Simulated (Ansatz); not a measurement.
`O[SiH]([SiH3])[GaH2]` + H₂ → `O[SiH2][SiH3]` + `[GaH3]` at 600 K and 1 bar (hydrogenolysis of the Si–Ga bond).

Computed with Ansatz on PBE0-D4/def2-TZVP structures; ΔE is electronic, products minus reactants. CCSD(T)/CBS adds triple-zeta CCSD(T) − MP2 to the extrapolated MP2 energy (def2 sets, frozen cores). This one scheme is used for every species. For Ga outer-core shells are correlated without core-valence functions, which leaves a few kJ/mol of doubt a bond. Scalar relativity is left out up to krypton. Each species was taken in one conformer, which may not be the lowest.

| species | CCSD(T)/CBS energy (Eh) | H − E (kJ/mol) | S (J/(mol·K)) |
| --- | --- | --- | --- |
| `O[SiH]([SiH3])[GaH2]` | -2581.49785 | 235.7 | 508.8 |
| H₂ | -1.17544 | 43.9 | 150.8 |
| `O[SiH2][SiH3]` | -656.96789 | 201.2 | 404.3 |
| `[GaH3]` | -1925.70545 | 74.9 | 253.2 |

H − E and S are ideal-gas, rigid-rotor, harmonic terms from PBE0-D4/def2-TZVP, for one conformer and one mirror image of each species. The MP2-based limit puts H₂ 0.8 mEh under its directly extrapolated value; such offsets cancel only in part. 1 Eh = 2625.50 kJ/mol, R = 8.31446 J/(mol·K).

Problem. By hand: ΔE, ΔH, ΔS and ΔG.

Solution. ΔE = (-656.96789) + (-1925.70545) − (-2581.49785) − (-1.17544) = -0.00005 Eh = -0.1 kJ/mol. Δ(H − E) = 201.2 + 74.9 − 235.7 − 43.9 = -3.5, so ΔH = -3.6 kJ/mol. ΔS = 404.3 + 253.2 − 508.8 − 150.8 = -2.1 J/(mol·K). ΔG = -3.6 − 600 × (-2.1)/1000 = -2.3 kJ/mol.

Problem. By hand: the equilibrium constant, and the temperature at which ΔG would vanish if ΔH and ΔS stayed fixed.

Solution. log₁₀ K = −ΔG/(RT ln 10) = 0.2. ΔG = 0 at ΔH/ΔS = 1714 K, though so small a ΔH makes that figure unsure.

TΔS isn't small against ΔH here. The sign of ΔG lies within the doubt. A doubt of 5 kJ/mol in ΔE shifts log₁₀ K by 0.4 here. Other conformers and mirror images would add mixing entropy, several J/(mol·K) or more a flexible species. These are equilibria of isolated gas molecules and say nothing of rates. Largest T1 diagnostic: 0.014 (customary marks: 0.02 for closed shells, 0.045 for open ones).
